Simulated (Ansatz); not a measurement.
FGaH₂O (`[OH][GaH][F]`), relaxed with RKS PBE-D4/def2-SVP in Ansatz from a rough embedded geometry. The force threshold is 0.03 eV/Å; the program also tests the step.

The species carries charge 0 and has multiplicity 1.

Start:

```xyz
5

O    -0.240    1.257    0.412
Ga   -0.174   -0.517   -0.444
F     1.229   -0.394   -1.424
H     0.301    0.959    1.165
H    -1.117   -1.305    0.292
```

Problem. By how much does the energy fall, and how many steps does the optimiser take? (An estimate is asked.)

Solution. The calculation gave: 102.48 kJ/mol, in 8 steps.

Problem. Which bonds change most? (An estimate is asked.)

Solution. The calculation gave: O1–Ga2 from 1.971 to 1.792 Å; Ga2–H5 from 1.433 to 1.559 Å; Ga2–F3 from 1.716 to 1.764 Å; O1–H4 from 0.973 to 0.975 Å.

Problem. Give the relaxed structure. (An estimate is asked.)

Solution. Ansatz gave: 
```xyz
5

O     0.325    1.172    0.529
Ga   -0.032   -0.389   -0.275
F     0.956   -0.580   -1.724
H    -0.208    1.304    1.335
H    -1.041   -1.506    0.135
```
